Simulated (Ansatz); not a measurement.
Ansatz (an electronic-structure program) input file for 5,5-difluorooxolan-3-one (C4H4F2O2), SMILES O=C1COC(F)(F)C1, r2SCAN-D4/def2-SVP. 

Ansatz 0.2 input:
```yaml
crystal:
  periodic: [false, false, false]
  atoms:
    - {symbol: O, position_ang: [-2.43579809, -1.04118199, 0.35462806]}
    - {symbol: C, position_ang: [-1.39780167, -0.48805192, 0.14763096]}
    - {symbol: C, position_ang: [-1.21791340, 0.92993154, -0.36012541]}
    - {symbol: O, position_ang: [0.17376247, 1.15782884, -0.51207567]}
    - {symbol: C, position_ang: [0.90957930, 0.11706166, -0.03618076]}
    - {symbol: F, position_ang: [1.65295942, 0.52229426, 1.03288385]}
    - {symbol: F, position_ang: [1.83399266, -0.23995818, -0.96140628]}
    - {symbol: C, position_ang: [-0.00430635, -1.04688432, 0.33833530]}
    - {symbol: H, position_ang: [-1.71188752, 1.07175596, -1.32640930]}
    - {symbol: H, position_ang: [-1.63546587, 1.64787227, 0.35518714]}
    - {symbol: H, position_ang: [0.15817658, -1.36529576, 1.36835371]}
    - {symbol: H, position_ang: [0.16554564, -1.90087355, -0.31880925]}
basis:
  gaussian:
    orbitals: def2-SVP
hamiltonian:
  xc: r2scan
  dispersion: d4
relax: {f_tol: 0.002, max_steps: 200}
```

Output:

```
WARN ansatz: RAYON_NUM_THREADS=1 ignored (pool sized by the plan → 1); use --threads N
Functional definition: r2SCAN
integrals: 0.08 GiB planned
1446 factors; their error is unknown
mean field: 0.47 GiB planned
mean field evaluation 1: about -13716.9324 eV, gradient 6.0e1 eV
mean field evaluation 2: about -13709.4645 eV, gradient 8.8e1 eV
mean field evaluation 4: about -13723.7062 eV, gradient 4.6e0 eV
mean field evaluation 8: about -13723.7598 eV, gradient 1.9e-1 eV
mean field evaluation 16: about -13723.6696 eV, gradient 6.2e-4 eV
mean field -13723.66957367 eV, -504.3355545950 hartree, gradient 1.1e-5 eV, S^2 0.000000; 0 other end points of the search recorded, 0 dependent functions left out
the calculation of the forces begins
reference -13723.66958062 eV, -504.3355548505 hartree; 31, 31 occupied and 101, 101 virtual orbitals, 1446 factors
relax step   1: F+E_penalty+E_count = -13723.73782165 eV  Δ(F+E_penalty+E_count) = +0.000e0 eV  max|allowed force component| = 7.323e-1 eV/Å  Δτ_max = 0.0000 Å  (31 SCF iters, accepted)
these checks for a lower state are left out or cut short: starts, cluster_reference, orbital_swaps, neighbouring_geometries, increment
integrals: 0.08 GiB planned
1446 factors; their error is unknown
mean field: 0.47 GiB planned
mean field -13723.69507947 eV, -504.3364919157 hartree, gradient 2.3e-5 eV, S^2 0.000000; 0 other end points of the search recorded, 0 dependent functions left out
the calculation of the forces begins
reference -13723.69508646 eV, -504.3364921729 hartree; 31, 31 occupied and 101, 101 virtual orbitals, 1446 factors
relax step   2: F+E_penalty+E_count = -13723.76332460 eV  Δ(F+E_penalty+E_count) = -2.550e-2 eV  max|allowed force component| = 2.982e-1 eV/Å  Δτ_max = 0.0167 Å  (30 SCF iters, accepted)
these checks for a lower state are left out or cut short: starts, cluster_reference, orbital_swaps, neighbouring_geometries, increment
integrals: 0.08 GiB planned
1446 factors; their error is unknown
mean field: 0.47 GiB planned
mean field evaluation 32: about -13723.6991 eV, gradient 1.9e-4 eV
mean field -13723.69906048 eV, -504.3366382151 hartree, gradient 2.2e-5 eV, S^2 0.000000; 0 other end points of the search recorded, 0 dependent functions left out
the calculation of the forces begins
reference -13723.69906749 eV, -504.3366384731 hartree; 31, 31 occupied and 101, 101 virtual orbitals, 1446 factors
relax step   3: F+E_penalty+E_count = -13723.76731041 eV  Δ(F+E_penalty+E_count) = -3.986e-3 eV  max|allowed force component| = 1.244e-1 eV/Å  Δτ_max = 0.0133 Å  (32 SCF iters, accepted)
these checks for a lower state are left out or cut short: starts, cluster_reference, orbital_swaps, neighbouring_geometries, increment
integrals: 0.08 GiB planned
1446 factors; their error is unknown
mean field: 0.47 GiB planned
mean field -13723.70190318 eV, -504.3367426826 hartree, gradient 2.3e-5 eV, S^2 0.000000; 0 other end points of the search recorded, 0 dependent functions left out
the calculation of the forces begins
reference -13723.70191019 eV, -504.3367429401 hartree; 31, 31 occupied and 101, 101 virtual orbitals, 1446 factors
relax step   4: F+E_penalty+E_count = -13723.77016448 eV  Δ(F+E_penalty+E_count) = -2.854e-3 eV  max|allowed force component| = 1.311e-1 eV/Å  Δτ_max = 0.0324 Å  (31 SCF iters, accepted)
these checks for a lower state are left out or cut short: starts, cluster_reference, orbital_swaps, neighbouring_geometries, increment
integrals: 0.08 GiB planned
1446 factors; their error is unknown
mean field: 0.47 GiB planned
mean field -13723.70938680 eV, -504.3370177006 hartree, gradient 1.2e-5 eV, S^2 0.000000; 0 other end points of the search recorded, 0 dependent functions left out
the calculation of the forces begins
reference -13723.70939380 eV, -504.3370179579 hartree; 31, 31 occupied and 101, 101 virtual orbitals, 1446 factors
relax step   5: F+E_penalty+E_count = -13723.77768730 eV  Δ(F+E_penalty+E_count) = -7.523e-3 eV  max|allowed force component| = 4.131e-1 eV/Å  Δτ_max = 0.1054 Å  (30 SCF iters, accepted)
these checks for a lower state are left out or cut short: starts, cluster_reference, orbital_swaps, neighbouring_geometries, increment
integrals: 0.08 GiB planned
1446 factors; their error is unknown
mean field: 0.47 GiB planned
mean field -13723.71274382 eV, -504.3371410687 hartree, gradient 1.1e-5 eV, S^2 0.000000; 0 other end points of the search recorded, 0 dependent functions left out
the calculation of the forces begins
reference -13723.71275087 eV, -504.3371413278 hartree; 31, 31 occupied and 101, 101 virtual orbitals, 1446 factors
relax step   6: F+E_penalty+E_count = -13723.78109355 eV  Δ(F+E_penalty+E_count) = -3.406e-3 eV  max|allowed force component| = 6.422e-1 eV/Å  Δτ_max = 0.1254 Å  (39 SCF iters, accepted)
these checks for a lower state are left out or cut short: starts, cluster_reference, orbital_swaps, neighbouring_geometries, increment
integrals: 0.08 GiB planned
1446 factors; their error is unknown
mean field: 0.47 GiB planned
mean field evaluation 64: about -13723.7245 eV, gradient 1.1e-5 eV
mean field -13723.72448877 eV, -504.3375726878 hartree, gradient 1.1e-5 eV, S^2 0.000000; 0 other end points of the search recorded, 0 dependent functions left out
the calculation of the forces begins
reference -13723.72449584 eV, -504.3375729474 hartree; 31, 31 occupied and 101, 101 virtual orbitals, 1446 factors
relax step   7: F+E_penalty+E_count = -13723.79289891 eV  Δ(F+E_penalty+E_count) = -1.181e-2 eV  max|allowed force component| = 3.812e-1 eV/Å  Δτ_max = 0.0152 Å  (32 SCF iters, accepted)
these checks for a lower state are left out or cut short: starts, cluster_reference, orbital_swaps, neighbouring_geometries, increment
integrals: 0.08 GiB planned
1446 factors; their error is unknown
mean field: 0.47 GiB planned
mean field -13723.72750261 eV, -504.3376834442 hartree, gradient 2.3e-5 eV, S^2 0.000000; 0 other end points of the search recorded, 0 dependent functions left out
the calculation of the forces begins
reference -13723.72750964 eV, -504.3376837026 hartree; 31, 31 occupied and 101, 101 virtual orbitals, 1446 factors
relax step   8: F+E_penalty+E_count = -13723.79596438 eV  Δ(F+E_penalty+E_count) = -3.065e-3 eV  max|allowed force component| = 2.512e-1 eV/Å  Δτ_max = 0.0704 Å  (30 SCF iters, accepted)
these checks for a lower state are left out or cut short: starts, cluster_reference, orbital_swaps, neighbouring_geometries, increment
integrals: 0.08 GiB planned
1446 factors; their error is unknown
mean field: 0.47 GiB planned
mean field -13723.73508846 eV, -504.3379622190 hartree, gradient 1.1e-5 eV, S^2 0.000000; 0 other end points of the search recorded, 0 dependent functions left out
the calculation of the forces begins
reference -13723.73509551 eV, -504.3379624781 hartree; 31, 31 occupied and 101, 101 virtual orbitals, 1446 factors
relax step   9: F+E_penalty+E_count = -13723.80357875 eV  Δ(F+E_penalty+E_count) = -7.614e-3 eV  max|allowed force component| = 1.764e-1 eV/Å  Δτ_max = 0.0421 Å  (31 SCF iters, accepted)
these checks for a lower state are left out or cut short: starts, cluster_reference, orbital_swaps, neighbouring_geometries, increment
integrals: 0.08 GiB planned
1446 factors; their error is unknown
mean field: 0.47 GiB planned
mean field -13723.73591642 eV, -504.3379926460 hartree, gradient 1.1e-5 eV, S^2 0.000000; 0 other end points of the search recorded, 0 dependent functions left out
the calculation of the forces begins
reference -13723.73592347 eV, -504.3379929054 hartree; 31, 31 occupied and 101, 101 virtual orbitals, 1446 factors
relax step  10: F+E_penalty+E_count = -13723.80441226 eV  Δ(F+E_penalty+E_count) = -8.335e-4 eV  max|allowed force component| = 1.609e-1 eV/Å  Δτ_max = 0.0149 Å  (32 SCF iters, accepted)
these checks for a lower state are left out or cut short: starts, cluster_reference, orbital_swaps, neighbouring_geometries, increment
integrals: 0.08 GiB planned
1446 factors; their error is unknown
mean field: 0.47 GiB planned
mean field -13723.73674629 eV, -504.3380231434 hartree, gradient 1.1e-5 eV, S^2 0.000000; 0 other end points of the search recorded, 0 dependent functions left out
the calculation of the forces begins
reference -13723.73675334 eV, -504.3380234023 hartree; 31, 31 occupied and 101, 101 virtual orbitals, 1446 factors
relax step  11: F+E_penalty+E_count = -13723.80524823 eV  Δ(F+E_penalty+E_count) = -8.360e-4 eV  max|allowed force component| = 1.300e-1 eV/Å  Δτ_max = 0.0521 Å  (32 SCF iters, accepted)
these checks for a lower state are left out or cut short: starts, cluster_reference, orbital_swaps, neighbouring_geometries, increment
integrals: 0.08 GiB planned
1446 factors; their error is unknown
mean field: 0.47 GiB planned
mean field evaluation 96: about -13723.7379 eV, gradient 1.7e-4 eV
mean field -13723.73793920 eV, -504.3380669820 hartree, gradient 1.1e-5 eV, S^2 0.000000; 0 other end points of the search recorded, 0 dependent functions left out
the calculation of the forces begins
reference -13723.73794624 eV, -504.3380672408 hartree; 31, 31 occupied and 101, 101 virtual orbitals, 1446 factors
relax step  12: F+E_penalty+E_count = -13723.80646697 eV  Δ(F+E_penalty+E_count) = -1.219e-3 eV  max|allowed force component| = 9.914e-2 eV/Å  Δτ_max = 0.0140 Å  (34 SCF iters, accepted)
these checks for a lower state are left out or cut short: starts, cluster_reference, orbital_swaps, neighbouring_geometries, increment
integrals: 0.08 GiB planned
1446 factors; their error is unknown
mean field: 0.47 GiB planned
mean field -13723.73841993 eV, -504.3380846484 hartree, gradient 1.1e-5 eV, S^2 0.000000; 0 other end points of the search recorded, 0 dependent functions left out
the calculation of the forces begins
reference -13723.73842697 eV, -504.3380849073 hartree; 31, 31 occupied and 101, 101 virtual orbitals, 1446 factors
relax step  13: F+E_penalty+E_count = -13723.80693600 eV  Δ(F+E_penalty+E_count) = -4.690e-4 eV  max|allowed force component| = 2.230e-2 eV/Å  Δτ_max = 0.0060 Å  (33 SCF iters, accepted)
these checks for a lower state are left out or cut short: starts, cluster_reference, orbital_swaps, neighbouring_geometries, increment
integrals: 0.08 GiB planned
1446 factors; their error is unknown
mean field: 0.47 GiB planned
mean field -13723.73843228 eV, -504.3380851021 hartree, gradient 1.1e-5 eV, S^2 0.000000; 0 other end points of the search recorded, 0 dependent functions left out
the calculation of the forces begins
reference -13723.73843932 eV, -504.3380853610 hartree; 31, 31 occupied and 101, 101 virtual orbitals, 1446 factors
relax step  14: F+E_penalty+E_count = -13723.80694932 eV  Δ(F+E_penalty+E_count) = -1.333e-5 eV  max|allowed force component| = 6.462e-3 eV/Å  Δτ_max = 0.0009 Å  (35 SCF iters, accepted)
these checks for a lower state are left out or cut short: starts, cluster_reference, orbital_swaps, neighbouring_geometries, increment
integrals: 0.08 GiB planned
1446 factors; their error is unknown
mean field: 0.47 GiB planned
mean field -13723.73843416 eV, -504.3380851713 hartree, gradient 6.4e-5 eV, S^2 0.000000; 0 other end points of the search recorded, 0 dependent functions left out
the calculation of the forces begins
reference -13723.73844120 eV, -504.3380854302 hartree; 31, 31 occupied and 101, 101 virtual orbitals, 1446 factors
relax step  15: F+E_penalty+E_count = -13723.80695117 eV  Δ(F+E_penalty+E_count) = -1.850e-6 eV  max|allowed force component| = 1.917e-3 eV/Å  Δτ_max = 0.0003 Å  (21 SCF iters, accepted)
integrals: 0.08 GiB planned
1446 factors; their error is unknown
mean field: 0.47 GiB planned
mean field evaluation 128: about -13723.8288 eV, gradient 6.6e-2 eV
mean field -13723.73843416 eV, -504.3380851713 hartree, gradient 6.4e-5 eV, S^2 0.000000; 1 other end points of the search recorded, 0 dependent functions left out
the calculation of the forces begins
reference -13723.73844120 eV, -504.3380854302 hartree; 31, 31 occupied and 101, 101 virtual orbitals, 1446 factors
Total energy: -13723.80695822 eV, -504.3406033841 hartree
Atom 0 at    -2.401294    -0.908784     0.664705 Å, force    -0.001478    -0.000531     0.000571 eV/Å
Atom 1 at    -1.369123    -0.454227     0.249980 Å, force     0.001686     0.000489    -0.000443 eV/Å
Atom 2 at    -1.190898     0.915766    -0.405613 Å, force     0.001368     0.000761    -0.000771 eV/Å
Atom 3 at     0.179370     0.993683    -0.773652 Å, force    -0.001917     0.000445    -0.000292 eV/Å
Atom 4 at     0.907534     0.099527    -0.021452 Å, force     0.001464    -0.000188     0.000902 eV/Å
Atom 5 at     1.291685     0.687207     1.151224 Å, force    -0.000543    -0.000372    -0.000888 eV/Å
Atom 6 at     2.028761    -0.191004    -0.695170 Å, force    -0.001160    -0.000271     0.000516 eV/Å
Atom 7 at     0.012599    -1.090845     0.264701 Å, force     0.000547    -0.000466     0.001125 eV/Å
Atom 8 at    -1.820230     1.018859    -1.303642 Å, force     0.000374    -0.000029     0.000122 eV/Å
Atom 9 at    -1.468838     1.711493     0.310710 Å, force    -0.000475    -0.000030     0.000095 eV/Å
Atom 10 at     0.235189    -1.606359     1.207898 Å, force     0.000181    -0.000012    -0.000821 eV/Å
Atom 11 at     0.086089    -1.810817    -0.567677 Å, force    -0.000046     0.000204    -0.000117 eV/Å
Dipole moment:    -0.134582    -0.090166    -0.119432 e Å
```

Self-consistency was reached.

Cost: about 110 core-seconds (a rough figure).
